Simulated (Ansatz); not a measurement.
Ansatz (an electronic-structure program) input (PBE/STO-3G):

Ansatz 0.2 input:
```yaml
crystal:
  periodic: [false, false, false]
  atoms:
    - {symbol: C, position_ang: [0.08240624, 0.01268365, -0.29754794]}
    - {symbol: N, position_ang: [-0.17989939, -0.10153014, 0.81209123]}
    - {symbol: H, position_ang: [0.32661127, 0.11883667, -1.33063312]}
    - {symbol: H, position_ang: [-0.99987366, -0.47922900, 4.25270898]}
    - {symbol: H, position_ang: [-0.82789510, -0.39912061, 3.53221164]}
basis:
  gaussian:
    orbitals: STO-3G
hamiltonian:
  xc: {name: PBE}
magnetization: {spin_polarized: false}
```

Output:

```
Functional definition: PBE
integrals: 0.00 GiB planned
166 factors; integrals over basis functions are off by at most 3.8e-5 eV
mean field: 0.05 GiB planned
mean field evaluation 1: about -2536.0125 eV, gradient 2.3e1 eV
mean field evaluation 2: about -2524.5848 eV, gradient 6.9e1 eV
mean field evaluation 4: about -2537.4128 eV, gradient 6.3e-1 eV
mean field evaluation 8: about -2537.3331 eV, gradient 2.0e-2 eV
mean field -2537.33309152 eV, -93.2452712472 hartree, gradient 2.7e-5 eV, S^2 0.000000; 0 other end points of the search recorded, 0 dependent functions left out
reference -2537.33310796 eV, -93.2452718514 hartree; 8, 8 occupied and 5, 5 virtual orbitals, 166 factors
Total energy: -2537.33310796 eV, -93.2452718514 hartree
```
